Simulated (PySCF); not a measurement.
Does the answer move with the share of exact exchange?

Species: C3H5BrGe.
SMILES with atom numbers: `[CH3:1][C:2]#[C:3][GeH2:4][Br:5]` (hydrogens: H6, H7, H8 on C1; H9, H10 on Ge4)

PySCF, def2-SVPD basis, density fitting, gas phase, PBE0-D3(BJ)/def2-SVP geometry; singlet excitations by full TDDFT with frozen cores, triplets by Tamm–Dancoff TDDFT and ionisation energies by ΔSCF, from the lowest of the holes tried. One functional is left out:

```
functional  exact exchange (%)  HOMO energy (eV)  LUMO energy (eV)  lowest singlet excitation (eV)  lowest triplet excitation (eV)  dipole moment (D)  mean polarisability (au)  vertical ionisation energy (eV)
       LDA                   0             -6.83             -2.03                            4.88                            4.57              2.902                      94.9                             9.46
       PBE                   0             -6.72             -1.80                            4.98                            4.53              2.833                      93.8                             9.46
      PBE0                  25             -7.93             -0.96                            5.46                            4.69              2.878                      89.9                             9.80
 BHandHLYP                  50             -8.97             -0.08                            5.64                            4.76              2.889                      87.4                             9.89
```

Question: Predict the row of B3LYP (20 % exact exchange) by straight lines through the other rows, and check it.

Answer: 
```
                       property   line  computed  computed − line  PBE0 (25 %), for comparison
               HOMO energy (eV)  -7.67     -7.67             0.00                        -7.93
               LUMO energy (eV)  -1.17     -1.19            -0.02                        -0.96
 lowest singlet excitation (eV)   5.26      5.33            +0.07                         5.46
 lowest triplet excitation (eV)   4.64      4.71            +0.07                         4.69
              dipole moment (D)  2.876     2.831           -0.045                        2.878
       mean polarisability (au)   91.3      91.0             -0.3                         89.9
vertical ionisation energy (eV)   9.66      9.74            +0.08                         9.80
```

Question: Which of these properties follows the share of exact exchange most closely, and which least?

Answer: Most closely the HOMO energy, least the dipole moment; the correlations over the tabulated rows are HOMO energy -0.999, LUMO energy 0.994, mean polarisability -0.982, lowest triplet excitation 0.975, lowest singlet excitation 0.966, vertical ionisation energy 0.962, dipole moment 0.343. The HOMO energy moves by -0.441 eV for every 10 %. Functionals with the same share still differ in their other parts: at 0 % LDA and PBE differ by 0.11 eV in it.
